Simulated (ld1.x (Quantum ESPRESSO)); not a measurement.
# Building the TM potential for Pd (Z = 46) (PBE, scalar-relativistic).

- Element: palladium (Pd)
- Generator: ld1.x (Quantum ESPRESSO) 7.5
- Type: norm-conserving Troullier–Martins (Kleinman–Bylander form)
- Functional: PBE
- Relativity: scalar-relativistic
- Frozen core: [Kr]
- Valence charge: 10
- Reference configuration: 4d9 5s0 5p0 (charge +1)
- Partial waves: 5s (bound, empty): rc 2.55 bohr; 4d (bound): rc 2.00 bohr; 5p (bound, empty): rc 2.55 bohr
- Local potential: the p channel
- Core correction: a·sin(br)/r model core inside 1.60 bohr

What the tests gave:

```json
{
 "Cutoffs needed": "50 Ry and 80 Ry (the cutoffs (Ry, on a coarse ladder) from which the occupation-weighted sum of valence levels, in a spherical-Bessel basis at the reference potential, stays within 10 and 1 mRy of its value at 400 Ry)",
 "Ghost test": "no extra level below or beside the all-electron valence levels (s, d, p, f tested) (spherical-Bessel basis up to 400 Ry, 20 bohr box)",
 "Largest excitation error": "-2287 meV (all-electron minus pseudo) for 4d6 5s0 5p0, out of 7 test configurations"
}
```

Generation and tests took about 1.2 s on one core of a shared server CPU.
